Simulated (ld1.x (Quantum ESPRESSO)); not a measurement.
# phosphorus: excitation energies, all-electron against RRKJ

```json
{
  "Element": "P (Z = 15)",
  "Generator": "ld1.x (Quantum ESPRESSO) 7.5",
  "Type": "norm-conserving RRKJ (Kleinman–Bylander form)",
  "Functional": "LDA (PZ)",
  "Relativity": "scalar-relativistic",
  "Frozen core": "[Ne]",
  "Valence charge": "5",
  "Reference configuration": "3s2 3p2.5 (charge +0.5)",
  "Partial waves": "3s (bound): rc 1.30 bohr; 3p (bound): rc 1.95 bohr",
  "Local potential": "the p channel",
  "Core correction": "Bessel-smoothed model core inside 0.95 bohr",
  "rho0": "0.01"
}
```

Energies are relative to the spin-unpolarised reference configuration 3s2 3p2.5; without spin polarisation the order of configurations can differ from experiment. Spin-polarised rows fill each open shell by Hund’s rule, majority spin first. The frozen-core shift is the all-electron ΔE with the core orbitals held at their reference shape minus the fully relaxed ΔE.

| valence configuration | charge | ΔE all-electron (eV) | error AE − PS (meV) | frozen-core shift (meV) |
| --- | --- | --- | --- | --- |
| 3s2 3p3 | 0 | -3.821 | +0.8 | +0.1 |
| 3s2 3p2 | +1 | 6.000 | +0.7 | +0.6 |
| 3s2 3p1 | +2 | 25.249 | +14 | +9.3 |
| 3s2 3p0 | +3 | 55.144 | +56 | +46 |
| 3s0 3p5 | 0 | 13.315 | -2.8 | +1.0 |
| 3s1 3p3 | +1 | 15.072 | +1.0 | +1.8 |
| 3s2 3p2.5 (spin-polarised) | +0.5 | -1.177 | +13 | +1.3 |

Problem. What are ΔE and the potential's error for 3s2 3p3 (spin-polarised)?

Solution. ΔE = -5.331 eV all-electron; the error (AE − PS) is +16 meV.

Problem. What are ΔE and the potential's error for 3s1 3p4?

Solution. ΔE = 4.675 eV all-electron; the error (AE − PS) is -0.6 meV.

Levels in the configuration 3s2 3p3:

| level | all-electron (eV) | pseudo (eV) |
| --- | --- | --- |
| 3s | -14.021 | -14.024 |
| 3p | -5.603 | -5.605 |
